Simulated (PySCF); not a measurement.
# He (helium, neutral) across methods

1s2, closed-shell 1S. Computed with PySCF 2.14 in aug-cc-pVQZ with one added diffuse shell each of s, p, d, f type (6s5p4d3f, 62 functions), with the non-relativistic Hamiltonian (point nucleus).

```csv
method,E (hartree),mean ε 1s (eV),Σ⟨r²⟩ (bohr²),⟨S²⟩
CAM-B3LYP,-2.9013,-19.960,2.501,0.000
M06-L,-2.9141,-16.541,2.360,0.000
LDA,-2.8347,-15.522,2.574,0.000
UHF,-2.86152,-24.978,2.371,0.000
B3LYP,-2.9151,-18.004,2.475,0.000
PBE,-2.8928,-15.763,2.510,0.000
TPSSh,-2.9089,-17.229,2.423,0.000
PBE0,-2.8950,-18.220,2.459,0.000
r2SCAN,-2.9048,-16.537,2.440,0.000
```
